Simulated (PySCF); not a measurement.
Rb(F) anion (FRb), SMILES [F][Rb] (connectivity only; charge and spin as stated), charge -1, multiplicity 2. Geometry: B3LYP-D3(BJ)/def2-TZVPD. The spin state was assumed, not searched. The def2 effective core potentials stand for the cores of Rb; spin–orbit coupling is left out.

Computed with B3LYP-D3(BJ)/def2-TZVPD (PySCF).

Harmonic wavenumbers (cm⁻¹): 285. Rotational constants (GHz): 5.310 (linear); symmetry number 1.

Q: Work out the zero-point energy and the ideal-gas rigid-rotor harmonic-oscillator thermochemistry at 298.15 K and 1 atm.

A: ZPE = ½ Σ hcν = ½ × 285 cm⁻¹ = 1.70 kJ/mol. H − E(el) = 11.53 kJ/mol. Entropy in J/(mol K): translation 166.73, rotation 67.05, vibration 6.29, spin 5.76, total 245.83. G − E(el) = -61.76 kJ/mol. Cp = 36.22 J/(mol K).
